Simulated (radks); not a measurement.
Ar III, configuration [Ne] 3s2 3p4. All-electron calculation, scalar-relativistic Kohn-Sham, PBE, spin-unpolarised, spherical densities, finite nucleus; Fermi nuclear charge, rms radius 3.4274 fm. Program: a radial shooting solver on a logarithmic mesh with Libxc functionals.

Radial electron density D(r) = 4 pi r^2 rho(r):

| r (bohr) | D(r) (e/bohr) |
|---|---|
| 0.01183 | 4.562 |
| 0.01355 | 5.615 |
| 0.01541 | 6.771 |
| 0.01765 | 8.181 |
| 0.02006 | 9.672 |
| 0.02298 | 11.41 |
| 0.02612 | 13.14 |
| 0.02993 | 15.03 |
| 0.03401 | 16.76 |
| 0.03897 | 18.42 |
| 0.04429 | 19.70 |
| 0.05034 | 20.57 |
| 0.05767 | 20.95 |
| 0.06555 | 20.72 |
| 0.07509 | 19.87 |
| 0.08535 | 18.64 |
| 0.09778 | 17.09 |
| 0.1111 | 15.72 |
| 0.1273 | 14.73 |
| 0.1447 | 14.51 |
| 0.1658 | 15.18 |
| 0.1884 | 16.55 |
| 0.2159 | 18.44 |
| 0.2454 | 20.08 |
| 0.2811 | 21.04 |
| 0.3195 | 20.74 |
| 0.366 | 18.96 |
| 0.416 | 16.11 |
| 0.4766 | 12.43 |
| 0.5417 | 9.066 |
| 0.6206 | 6.287 |
| 0.7054 | 4.773 |
| 0.8017 | 4.296 |
| 0.9185 | 4.540 |
| 1.044 | 4.951 |
| 1.196 | 5.093 |
| 1.359 | 4.730 |
| 1.557 | 3.869 |
| 1.77 | 2.836 |
| 2.028 | 1.783 |
| 2.305 | 1.011 |
| 2.641 | 0.4782 |
| 3.001 | 0.2036 |
| 3.438 | 0.06861 |
| 3.908 | 0.02030 |
| 4.477 | 0.004404 |
| 5.089 | 0.0008163 |
| 5.83 | 0.0001013 |

D(r) has 3 maxima, at r = 0.0586, 0.290, 1.16 bohr, and minima at 0.140, 0.808 bohr, inside which lie 2.16, 10.37 electrons.
